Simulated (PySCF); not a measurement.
PySCF input (MN15/def2-TZVPD):

```python
from pyscf import gto, scf, dft

mol = gto.M(
    atom='''
    Cl   -0.00000000   -0.00000000   -1.35630350
    Ge    0.00000000    0.00000000    0.72053623
    ''',
    basis='def2-tzvpd',
    charge=1,
    spin=0,
    verbose=4,
)

mf = dft.RKS(mol, xc='mn15').density_fit(auxbasis='def2-universal-jkfit')
mf.grids.level = 4
mf.conv_tol = 1e-9
mf.max_cycle = 100
mf.max_memory = 1500
mf.kernel()
if not mf.converged:
    mf = mf.newton()
    mf.kernel(mf.make_rdm1())
mf.analyze()
```

Output:

```
PySCF version 2.14.0

[INPUT] verbose = 4
[INPUT] num. atoms = 2
[INPUT] num. electrons = 48
[INPUT] charge = 1
[INPUT] spin (= nelec alpha-beta = 2S) = 0
[INPUT] symmetry False subgroup None
[INPUT] Mole.unit = angstrom
[INPUT] Symbol           X                Y                Z      unit          X                Y                Z       unit  Magmom
[INPUT]  1 Cl     0.000000000000   0.000000000000  -1.356303500000 AA    0.000000000000   0.000000000000  -2.563042156789 Bohr   0.0
[INPUT]  2 Ge     0.000000000000   0.000000000000   0.720536230000 AA    0.000000000000   0.000000000000   1.361616137527 Bohr   0.0

nuclear repulsion = 138.610793400259
number of shells = 34
number of NR pGTOs = 178
number of NR cGTOs = 100
basis = def2-tzvpd
ecp = {}

******** <class 'pyscf.df.df_jk.DFRKS'> ********
method = DFRKS
initial guess = minao
damping factor = 0
level_shift factor = 0
DIIS = <class 'pyscf.scf.diis.CDIIS'>
diis_start_cycle = 1
diis_space = 8
diis_damp = 0
SCF conv_tol = 1e-09
SCF conv_tol_grad = None
SCF max_cycles = 100
direct_scf = False
XC library pyscf.dft.libxc version 7.1.2
    S. Lehtola, C. Steigemann, M. J. T. Oliveira, and M. A. L. Marques,  SoftwareX 7, 1–5 (2018)
XC functionals = mn15
    H. S. Yu, X. He, S. L. Li, and D. G. Truhlar,  Chem. Sci. 7, 5032–5051 (2016)
    H. S. Yu, X. He, S. L. Li, and D. G. Truhlar,  Chem. Sci. 7, 5032–5051 (2016)
radial grids:
    Treutler-Ahlrichs [JCP 102, 346 (1995); DOI:10.1063/1.469408] (M4) radial grids

becke partition: Becke, JCP 88, 2547 (1988); DOI:10.1063/1.454033
pruning grids: <function nwchem_prune>
grids dens level: 4
symmetrized grids: False
atomic radii adjust function: <function treutler_atomic_radii_adjust>
small_rho_cutoff = 0
Set gradient conv threshold to 3.16228e-05
Initial guess from minao.
tot grids = 58880
******** <class 'pyscf.df.df.DF'> ********
auxbasis = def2-universal-jkfit
init E= -2536.78762061274
  HOMO = -0.327349115795538  LUMO = -0.0965940304126046  gap/eV = 6.27917
cycle= 1 E= -2537.02930623032  delta_E= -0.242  |g|= 1.03  |ddm|= 1.41
  HOMO = -0.58771161309432  LUMO = -0.407889757470213  gap/eV = 4.89320
cycle= 2 E= -2536.78340049718  delta_E= 0.246  |g|= 1.58  |ddm|= 1.57
  HOMO = -0.634058338461397  LUMO = -0.345780314707197  gap/eV = 7.84444
cycle= 3 E= -2537.14627619031  delta_E= -0.363  |g|= 0.236  |ddm|= 1.08
  HOMO = -0.617942594660387  LUMO = -0.343529188552377  gap/eV = 7.46717
cycle= 4 E= -2537.15838440371  delta_E= -0.0121  |g|= 0.04  |ddm|= 0.224
  HOMO = -0.615779868428032  LUMO = -0.33642306807531  gap/eV = 7.60169
cycle= 5 E= -2537.15875002103  delta_E= -0.000366  |g|= 0.00729  |ddm|= 0.0594
  HOMO = -0.616038351391146  LUMO = -0.336255951119168  gap/eV = 7.61327
cycle= 6 E= -2537.15876509378  delta_E= -1.51e-05  |g|= 0.00181  |ddm|= 0.0106
  HOMO = -0.615754339208538  LUMO = -0.335919332020015  gap/eV = 7.61470
cycle= 7 E= -2537.15876583309  delta_E= -7.39e-07  |g|= 0.000908  |ddm|= 0.00397
  HOMO = -0.615736976233967  LUMO = -0.335969655191658  gap/eV = 7.61286
cycle= 8 E= -2537.15876609995  delta_E= -2.67e-07  |g|= 0.000111  |ddm|= 0.000856
  HOMO = -0.615734895449195  LUMO = -0.33598198830619  gap/eV = 7.61246
cycle= 9 E= -2537.15876610621  delta_E= -6.26e-09  |g|= 1.13e-05  |ddm|= 0.000227
  HOMO = -0.615732283381406  LUMO = -0.335980770438688  gap/eV = 7.61243
cycle= 10 E= -2537.15876610634  delta_E= -1.21e-10  |g|= 3.24e-06  |ddm|= 5.08e-05
  HOMO = -0.61573293591811  LUMO = -0.33598180756097  gap/eV = 7.61242
Extra cycle  E= -2537.15876610633  delta_E= 1.36e-12  |g|= 4.03e-06  |ddm|= 1.2e-05
converged SCF energy = -2537.15876610633
**** SCF Summaries ****
Total Energy =                       -2537.158766106334042
Nuclear Repulsion Energy =             138.610793400259155
One-electron Energy =                -3791.187368963796871
Two-electron Energy =                 1115.417809457203248
Two-electron Coulomb Energy =         1222.587582853257118
DFT Exchange-Correlation Energy =     -107.169773396053927
HOMO-LUMO gap [eV] =                     7.612415943256699
**** MO energy ****
MO #1   energy= -396.546833788312  occ= 2
MO #2   energy= -100.604030890266  occ= 2
MO #3   energy= -49.0692156461539  occ= 2
MO #4   energy= -44.3361064624623  occ= 2
MO #5   energy= -44.3361064624623  occ= 2
MO #6   energy= -44.3318770482106  occ= 2
MO #7   energy= -9.42585671800463  occ= 2
MO #8   energy= -7.44094838947159  occ= 2
MO #9   energy= -7.43716500292555  occ= 2
MO #10  energy= -7.43716500292548  occ= 2
MO #11  energy= -6.27671378980132  occ= 2
MO #12  energy= -4.67416870043242  occ= 2
MO #13  energy= -4.67416870043241  occ= 2
MO #14  energy= -4.66498619239617  occ= 2
MO #15  energy= -1.62346507878598  occ= 2
MO #16  energy= -1.62346494473733  occ= 2
MO #17  energy= -1.61675214006929  occ= 2
MO #18  energy= -1.61675214006928  occ= 2
MO #19  energy= -1.61655199425989  occ= 2
MO #20  energy= -1.11295190447986  occ= 2
MO #21  energy= -0.794078846582984 occ= 2
MO #22  energy= -0.629961702848411 occ= 2
MO #23  energy= -0.629961702848397 occ= 2
MO #24  energy= -0.61573293591811  occ= 2
MO #25  energy= -0.33598180756097  occ= 0
MO #26  energy= -0.335981807560918 occ= 0
MO #27  energy= -0.199005288230037 occ= 0
MO #28  energy= -0.10823265006486  occ= 0
MO #29  energy= -0.0617363320469716 occ= 0
MO #30  energy= -0.061736329996218 occ= 0
MO #31  energy= -0.0490802751712141 occ= 0
MO #32  energy= -0.0490802751712004 occ= 0
MO #33  energy= -0.0410505510975165 occ= 0
MO #34  energy= -0.0243649716560123 occ= 0
MO #35  energy= -0.0243649716559873 occ= 0
MO #36  energy= -0.0209103102233838 occ= 0
MO #37  energy= 0.0441130464919775 occ= 0
MO #38  energy= 0.064861588341255  occ= 0
MO #39  energy= 0.064861732990918  occ= 0
MO #40  energy= 0.0727486232553425 occ= 0
MO #41  energy= 0.0727486232553529 occ= 0
MO #42  energy= 0.108965578173539  occ= 0
MO #43  energy= 0.1540606386701    occ= 0
MO #44  energy= 0.154060790479843  occ= 0
MO #45  energy= 0.199133530054852  occ= 0
MO #46  energy= 0.19913353005487   occ= 0
MO #47  energy= 0.212023378321417  occ= 0
MO #48  energy= 0.231200977651664  occ= 0
MO #49  energy= 0.231200977651683  occ= 0
MO #50  energy= 0.306504207669731  occ= 0
MO #51  energy= 0.321196090838705  occ= 0
MO #52  energy= 0.367709815276565  occ= 0
MO #53  energy= 0.367709815276578  occ= 0
MO #54  energy= 0.432744938721819  occ= 0
MO #55  energy= 0.432745265483845  occ= 0
MO #56  energy= 0.440316816777482  occ= 0
MO #57  energy= 0.440316816777504  occ= 0
MO #58  energy= 0.45893467319043   occ= 0
MO #59  energy= 0.572382670634354  occ= 0
MO #60  energy= 0.778656031558544  occ= 0
MO #61  energy= 0.778656031558557  occ= 0
MO #62  energy= 0.78276983388536   occ= 0
MO #63  energy= 0.7827707113173    occ= 0
MO #64  energy= 0.8092604643874    occ= 0
MO #65  energy= 0.809260464387459  occ= 0
MO #66  energy= 0.816554902275071  occ= 0
MO #67  energy= 0.816554999121888  occ= 0
MO #68  energy= 0.873811406074772  occ= 0
MO #69  energy= 0.974540466612947  occ= 0
MO #70  energy= 1.00489528197083   occ= 0
MO #71  energy= 1.00489528197084   occ= 0
MO #72  energy= 1.16995246149926   occ= 0
MO #73  energy= 1.68123712932465   occ= 0
MO #74  energy= 1.68125139562699   occ= 0
MO #75  energy= 1.70842976664963   occ= 0
MO #76  energy= 1.70842976664965   occ= 0
MO #77  energy= 1.73529868770553   occ= 0
MO #78  energy= 1.82886350593348   occ= 0
MO #79  energy= 1.82886350593349   occ= 0
MO #80  energy= 1.8685095780326    occ= 0
MO #81  energy= 1.86851191143176   occ= 0
MO #82  energy= 2.06099853297928   occ= 0
MO #83  energy= 2.0609985329793    occ= 0
MO #84  energy= 2.10167478502542   occ= 0
MO #85  energy= 2.10167478502544   occ= 0
MO #86  energy= 2.12059155421069   occ= 0
MO #87  energy= 2.37367589277354   occ= 0
MO #88  energy= 2.39974354869152   occ= 0
MO #89  energy= 2.39975463625684   occ= 0
MO #90  energy= 2.49496150475335   occ= 0
MO #91  energy= 2.49496150475337   occ= 0
MO #92  energy= 2.60213695417029   occ= 0
MO #93  energy= 3.36303877459989   occ= 0
MO #94  energy= 3.36303877459994   occ= 0
MO #95  energy= 3.94531968413855   occ= 0
MO #96  energy= 5.0654679649505    occ= 0
MO #97  energy= 10.1180621442532   occ= 0
MO #98  energy= 10.1180621442533   occ= 0
MO #99  energy= 10.4595920993084   occ= 0
MO #100 energy= 24.3874265360478   occ= 0
 ** Mulliken pop on meta-lowdin orthogonal AOs  **
 ** Mulliken pop  **
pop of  0 Cl 1s           1.99995
pop of  0 Cl 2s           1.99869
pop of  0 Cl 3s           1.85290
pop of  0 Cl 4s           0.00157
pop of  0 Cl 5s           0.00142
pop of  0 Cl 6s           0.00038
pop of  0 Cl 2px          1.99985
pop of  0 Cl 2py          1.99985
pop of  0 Cl 2pz          1.99983
pop of  0 Cl 3px          1.77421
pop of  0 Cl 3py          1.77421
pop of  0 Cl 3pz          1.54937
pop of  0 Cl 4px          0.00323
pop of  0 Cl 4py          0.00323
pop of  0 Cl 4pz          0.00702
pop of  0 Cl 5px          0.00031
pop of  0 Cl 5py          0.00031
pop of  0 Cl 5pz          0.00034
pop of  0 Cl 6px          0.00070
pop of  0 Cl 6py          0.00070
pop of  0 Cl 6pz          0.00012
pop of  0 Cl 7px          0.00016
pop of  0 Cl 7py          0.00016
pop of  0 Cl 7pz          0.00020
pop of  0 Cl 3dxy         0.00000
pop of  0 Cl 3dyz         0.00793
pop of  0 Cl 3dz^2        0.01387
pop of  0 Cl 3dxz         0.00793
pop of  0 Cl 3dx2-y2      0.00000
pop of  0 Cl 4dxy         0.00000
pop of  0 Cl 4dyz         0.00088
pop of  0 Cl 4dz^2        0.00159
pop of  0 Cl 4dxz         0.00088
pop of  0 Cl 4dx2-y2      0.00000
pop of  0 Cl 5dxy         0.00000
pop of  0 Cl 5dyz         0.00001
pop of  0 Cl 5dz^2        0.00018
pop of  0 Cl 5dxz         0.00001
pop of  0 Cl 5dx2-y2      0.00000
pop of  0 Cl 4f-3         0.00000
pop of  0 Cl 4f-2         0.00000
pop of  0 Cl 4f-1         0.00038
pop of  0 Cl 4f+0         0.00085
pop of  0 Cl 4f+1         0.00038
pop of  0 Cl 4f+2         0.00000
pop of  0 Cl 4f+3         0.00000
pop of  1 Ge 1s           1.99997
pop of  1 Ge 2s           1.99934
pop of  1 Ge 3s           1.99660
pop of  1 Ge 4s           1.89261
pop of  1 Ge 5s           0.00752
pop of  1 Ge 6s           0.00293
pop of  1 Ge 7s           0.00113
pop of  1 Ge 2px          1.99996
pop of  1 Ge 2py          1.99996
pop of  1 Ge 2pz          1.99996
pop of  1 Ge 3px          1.99948
pop of  1 Ge 3py          1.99948
pop of  1 Ge 3pz          1.99952
pop of  1 Ge 4px          0.20083
pop of  1 Ge 4py          0.20083
pop of  1 Ge 4pz          0.64693
pop of  1 Ge 5px          0.00353
pop of  1 Ge 5py          0.00353
pop of  1 Ge 5pz          0.01551
pop of  1 Ge 6px          0.00024
pop of  1 Ge 6py          0.00024
pop of  1 Ge 6pz          0.00025
pop of  1 Ge 3dxy         1.99981
pop of  1 Ge 3dyz         1.99976
pop of  1 Ge 3dz^2        1.99953
pop of  1 Ge 3dxz         1.99976
pop of  1 Ge 3dx2-y2      1.99981
pop of  1 Ge 4dxy         0.00010
pop of  1 Ge 4dyz         0.00446
pop of  1 Ge 4dz^2        0.00552
pop of  1 Ge 4dxz         0.00446
pop of  1 Ge 4dx2-y2      0.00010
pop of  1 Ge 5dxy         0.00005
pop of  1 Ge 5dyz         0.00239
pop of  1 Ge 5dz^2        0.00299
pop of  1 Ge 5dxz         0.00239
pop of  1 Ge 5dx2-y2      0.00005
pop of  1 Ge 6dxy         0.00002
pop of  1 Ge 6dyz         0.00011
pop of  1 Ge 6dz^2        0.00021
pop of  1 Ge 6dxz         0.00011
pop of  1 Ge 6dx2-y2      0.00002
pop of  1 Ge 7dxy         0.00001
pop of  1 Ge 7dyz         0.00050
pop of  1 Ge 7dz^2        0.00011
pop of  1 Ge 7dxz         0.00050
pop of  1 Ge 7dx2-y2      0.00001
pop of  1 Ge 4f-3         0.00000
pop of  1 Ge 4f-2         0.00000
pop of  1 Ge 4f-1         0.00109
pop of  1 Ge 4f+0         0.00107
pop of  1 Ge 4f+1         0.00109
pop of  1 Ge 4f+2         0.00000
pop of  1 Ge 4f+3         0.00000
 ** Mulliken atomic charges  **
charge of    0Cl =     -0.00363
charge of    1Ge =      1.00363

WARN: System has nonzero charge 1; the dipole moment is origin-dependent.
Location of origin: [0. 0. 0.]

Dipole moment(X, Y, Z, Debye):  0.00000,  0.00000,  2.35602
```
